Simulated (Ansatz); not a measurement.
Reaction (atomization): `SC1CBC1` → B• + 3 C• + 7 H• + S•

Program: Ansatz. Geometries: PBE0-D4/def2-TZVP. ΔE: electronic, gas phase. CBS: MP2 limit from def2 TZ/QZ plus the TZ coupled-cluster correction, frozen cores. This one scheme is used for every species, atoms too. Functionals use def2-TZVPP. B3LYP here is the variant with VWN-RPA as its local correlation; programs differ in this. Open shells (•) are unrestricted, without spin–orbit coupling. Spin–orbit coupling would lower the free atoms: a little for B, C, S. One conformer a species, not always the lowest.

`SC1CBC1`:

Cartesian coordinates in Å:
```
S -1.847 -1.309 -0.110
C -0.525 -0.111 -0.417
C -0.410 0.986 0.667
B 1.143 0.857 0.457
C 0.953 -0.535 -0.249
H -1.600 -2.116 -1.155
H -0.687 0.345 -1.395
H -0.670 0.567 1.649
H -0.966 1.915 0.540
H 2.073 1.583 0.647
H 1.023 -1.337 0.497
H 1.514 -0.844 -1.131
```

| level | ΔE (kJ/mol) | difference from CCSD(T)/CBS |
| --- | --- | --- |
| r2SCAN-D4 | 4610.2 | 43.5 |
| PBE0-D4 | 4636.2 | 69.5 |
| B3LYP-D4 | 4580.6 | 13.9 |
| ωB97X-V | 4600.6 | 33.9 |
| ωB97M-V | 4609.7 | 43.0 |
| B2PLYP | 4531.1 | -35.6 |
| PBE | 4667.5 | 100.8 |
| PBE0 | 4614.5 | 47.8 |
| B3LYP | 4539.0 | -27.7 |
| MP2/def2-TZVPP | 4533.7 | -33.0 |
| CCSD/def2-TZVPP | 4395.2 | -171.5 |
| HF/def2-QZVPP | 3422.7 | -1144.0 |
| MP2/def2-QZVPP | 4595.9 | 29.2 |
| SCS-MP2/def2-QZVPP | 4574.4 | 7.7 |
| HF/CBS(def2) | 3423.3 | -1143.4 |
| CCSD/CBS(def2) | 4501.5 | -65.2 |
| CCSD(T)/CBS | 4566.7 | 0 |

Largest T1 diagnostic among the species: 0.014.

In def2-TZVPP, CCSD(T) changes the Hartree–Fock value by +1041.4 kJ/mol (the triples alone add +65.2 kJ/mol) and MP2 by +1114.7 kJ/mol; breaking electron pairs costs correlation energy, which Hartree–Fock lacks. From PBE to PBE0 (25 % exact exchange), in def2-TZVPP and without D4, ΔE moves by −52.9 kJ/mol: exact exchange takes away binding that semilocal exchange gives to molecules. The D4 term adds +41.6 kJ/mol with B3LYP and +21.6 kJ/mol with PBE0; it sums over pairs of atoms, weighted by their polarisabilities, and B3LYP, whose exchange is more repulsive, gets the larger term.

For atomizations the MP2-based limit and the directly extrapolated one differ by several kJ/mol either way, and by 10 to 25 for some Ge, Se and Sn compounds, so smaller differences from it don't rank the levels.
